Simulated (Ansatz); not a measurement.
Co₃W⁺. Total charge 1; septet. Geometry PBE-D4/def2-SVP.

Cartesian coordinates in Å:
```
Co -1.050 -0.800 1.046
Co 1.160 0.554 -1.088
Co 0.753 0.423 1.050
W -0.863 -0.178 -1.008
```

In the def2 sets W takes a core potential; there is no spin–orbit coupling. At r2SCAN-D4/def2-TZVP, PBE0-D4/def2-TZVP, CAM-B3LYP-D4/def2-TZVP the charge 1 septet is spin-contaminated (final ⟨S²⟩ up to 13.50, 12.00 for a pure state). The order of the spin states hangs on the level: the quintet lies 0.42 eV below the septet at PBE0-D4/def2-TZVP, but 0.10 eV above it at LDA (SPW92)/def2-TZVP. The septet is doubtful at PBE0-D4/def2-TZVP (⟨S²⟩ 13.50, where a pure state has 12.00). The quintet is doubtful at PBE0-D4/def2-TZVP (⟨S²⟩ 8.82, where a pure state has 6.00). The quintet is doubtful at LDA (SPW92)/def2-TZVP (⟨S²⟩ 6.94, where a pure state has 6.00). The structure comes from a short search, and lower isomers may exist.

(1) Estimate the α-spin orbital energies around the gap (eV) in Ansatz with LDA (SPW92)/def2-TZVP, PBE-D4/def2-TZVP, r2SCAN-D4/def2-TZVP, PBE0-D4/def2-TZVP, CAM-B3LYP-D4/def2-TZVP.

## Answers

(1) 
```csv
orbital,LDA (SPW92)/def2-TZVP,PBE-D4/def2-TZVP,r2SCAN-D4/def2-TZVP,PBE0-D4/def2-TZVP,CAM-B3LYP-D4/def2-TZVP
HOMO−13,-12.69,-12.35,-12.85,-14.69,-15.84
HOMO−12,-12.39,-12.07,-12.71,-14.55,-15.66
HOMO−11,-12.05,-11.69,-12.21,-14.34,-15.53
HOMO−10,-11.57,-11.31,-12.15,-14.23,-15.35
HOMO−9,-11.56,-11.26,-12.07,-13.91,-15.10
HOMO−8,-11.29,-10.96,-11.69,-13.49,-14.67
HOMO−7,-11.07,-10.82,-11.48,-13.39,-14.52
HOMO−6,-10.91,-10.59,-11.32,-13.14,-14.32
HOMO−5,-10.86,-10.58,-11.25,-13.13,-14.28
HOMO−4,-10.82,-10.51,-11.04,-12.85,-14.04
HOMO−3,-10.64,-10.30,-10.88,-12.66,-13.83
HOMO−2,-9.59,-9.33,-9.58,-10.23,-11.17
HOMO−1,-9.54,-9.31,-9.38,-9.92,-11.14
HOMO,-9.25,-9.09,-9.15,-9.75,-10.92
LUMO,-9.06,-8.79,-8.11,-7.22,-6.34
LUMO+1,-8.91,-8.58,-8.05,-6.85,-5.74
LUMO+2,-8.57,-8.27,-7.54,-6.63,-5.57
LUMO+3,-8.04,-7.75,-7.43,-6.10,-5.06
LUMO+4,-6.91,-6.68,-6.42,-5.70,-4.83
LUMO+5,-5.89,-5.67,-5.55,-4.94,-3.98
β HOMO,-9.58,-9.32,-9.42,-10.26,-11.44
β LUMO,-9.28,-8.84,-8.13,-6.96,-6.07
```
